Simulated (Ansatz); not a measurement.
A first, cheap relaxation of C$_{4}$H$_{9}$Cl$_{3}$Sn, SMILES `CC(C)[CH2][Sn]([Cl])([Cl])[Cl]`.

```yaml
crystal:
  periodic: [false, false, false]
  atoms:
    - {symbol: C, position_ang: [-0.164600, -1.986400, 0.885000]}
    - {symbol: C, position_ang: [-0.155400, -0.715500, -0.042700]}
    - {symbol: C, position_ang: [-1.601600, -0.188700, -0.328700]}
    - {symbol: C, position_ang: [0.812700, 0.383400, 0.584000]}
    - {symbol: Sn, position_ang: [1.190000, 1.957100, -0.810900]}
    - {symbol: Cl, position_ang: [3.155300, 3.069500, -0.098000]}
    - {symbol: Cl, position_ang: [-0.559800, 3.514600, -0.818200]}
    - {symbol: Cl, position_ang: [1.541700, 1.099400, -2.960600]}
    - {symbol: H, position_ang: [-0.827500, -2.720900, 0.448700]}
    - {symbol: H, position_ang: [0.809000, -2.350100, 1.058700]}
    - {symbol: H, position_ang: [-0.663800, -1.674700, 1.879300]}
    - {symbol: H, position_ang: [0.320000, -1.020600, -0.990200]}
    - {symbol: H, position_ang: [-2.086200, 0.210200, 0.605100]}
    - {symbol: H, position_ang: [-1.571300, 0.642900, -1.042300]}
    - {symbol: H, position_ang: [-2.203900, -1.016900, -0.728300]}
    - {symbol: H, position_ang: [0.262600, 0.836200, 1.510200]}
    - {symbol: H, position_ang: [1.724000, -0.040000, 0.889100]}
basis:
  gaussian: {orbitals: def2-SVP}
hamiltonian: {xc: pbe, dispersion: d4}
relax: {f_tol: 0.03, max_steps: 200}
```

```sh
$ ansatz run in.yaml --threads 5 --pin off --events-out ev --progress --plain --max-ram 66560MiB --backend cuda --devices 0, --max-vram 37GiB
```

It prints (some lines left out):

```
Functional definition: PBE
mean field -47661.52134141 eV, -1751.5286031573 hartree, gradient 6.3e-5 eV, S^2 0.000000; 0 other end points of the search recorded, 0 dependent functions left out
relax step   1: F+E_penalty+E_count = -47662.07115963 eV  Δ(F+E_penalty+E_count) = +0.000e0 eV  max|allowed force component| = 4.016e0 eV/Å  Δτ_max = 0.0000 Å  (30 SCF iters, accepted)
mean field -47661.85477311 eV, -1751.5408565464 hartree, gradient 1.1e-5 eV, S^2 0.000000; 0 other end points of the search recorded, 0 dependent functions left out
relax step   2: F+E_penalty+E_count = -47662.39845601 eV  Δ(F+E_penalty+E_count) = -3.273e-1 eV  max|allowed force component| = 1.060e0 eV/Å  Δτ_max = 0.1255 Å  (30 SCF iters, accepted)
mean field -47661.89775267 eV, -1751.5424360158 hartree, gradient 7.1e-6 eV, S^2 0.000000; 0 other end points of the search recorded, 0 dependent functions left out
relax step   3: F+E_penalty+E_count = -47662.44728941 eV  Δ(F+E_penalty+E_count) = -4.883e-2 eV  max|allowed force component| = 1.939e-1 eV/Å  Δτ_max = 0.0906 Å  (31 SCF iters, accepted)
mean field -47661.90677108 eV, -1751.5427674364 hartree, gradient 6.9e-6 eV, S^2 0.000000; 0 other end points of the search recorded, 0 dependent functions left out
relax step   4: F+E_penalty+E_count = -47662.45559863 eV  Δ(F+E_penalty+E_count) = -8.309e-3 eV  max|allowed force component| = 5.660e-2 eV/Å  Δτ_max = 0.0344 Å  (32 SCF iters, accepted)
mean field -47661.90695225 eV, -1751.5427740942 hartree, gradient 6.9e-6 eV, S^2 0.000000; 0 other end points of the search recorded, 0 dependent functions left out
relax step   5: F+E_penalty+E_count = -47662.45605489 eV  Δ(F+E_penalty+E_count) = -4.563e-4 eV  max|allowed force component| = 1.943e-2 eV/Å  Δτ_max = 0.0090 Å  (33 SCF iters, accepted)
mean field -47661.90695225 eV, -1751.5427740942 hartree, gradient 1.6e-5 eV, S^2 0.000000; 1 other end points of the search recorded, 0 dependent functions left out
Total energy: -47662.45610034 eV, -1751.5629549145 hartree
Atom 0 at    -0.220568    -1.957797     0.910307 Å, force    -0.000728     0.015522    -0.002198 eV/Å
Atom 1 at    -0.151218    -0.738801    -0.024579 Å, force     0.004997     0.000913    -0.003960 eV/Å
Atom 2 at    -1.549921    -0.191509    -0.334319 Å, force     0.004461    -0.008307     0.001658 eV/Å
Atom 3 at     0.757319     0.329127     0.597880 Å, force     0.019425    -0.009689     0.001672 eV/Å
Atom 4 at     1.176216     1.978471    -0.750546 Å, force    -0.013246     0.004144     0.002110 eV/Å
Atom 5 at     3.145270     3.138148    -0.146632 Å, force     0.002095    -0.001580    -0.001756 eV/Å
Atom 6 at    -0.554478     3.586954    -0.871526 Å, force     0.002940     0.002831     0.000659 eV/Å
Atom 7 at     1.488293     1.154856    -2.947682 Å, force    -0.002307    -0.003116    -0.002813 eV/Å
Atom 8 at    -0.849313    -2.756483     0.466583 Å, force     0.008813    -0.001838    -0.000817 eV/Å
Atom 9 at     0.785174    -2.382731     1.104061 Å, force    -0.008356    -0.005754    -0.000910 eV/Å
Atom 10 at    -0.668134    -1.682378     1.888482 Å, force    -0.001436    -0.002216     0.006445 eV/Å
Atom 11 at     0.312875    -1.067876    -0.981554 Å, force    -0.001179    -0.001101     0.001208 eV/Å
Atom 12 at    -2.046843     0.171747     0.590195 Å, force    -0.004256     0.003170    -0.003191 eV/Å
Atom 13 at    -1.522216     0.657104    -1.049125 Å, force    -0.002016     0.000896    -0.000956 eV/Å
Atom 14 at    -2.194177    -0.976801    -0.777320 Å, force     0.001197     0.002429    -0.004053 eV/Å
Atom 15 at     0.310526     0.795386     1.501112 Å, force    -0.001223     0.000025     0.008158 eV/Å
Atom 16 at     1.762394    -0.057918     0.864863 Å, force    -0.009181     0.003671    -0.001256 eV/Å
Dipole moment:    -0.236032    -0.668465     0.482822 e Å
```

Hardware: 5 threads of an AMD EPYC 7R13 on a shared host and a share of an NVIDIA H100 80 GB. Wall time 27 s, peak host memory 0.84 GiB.
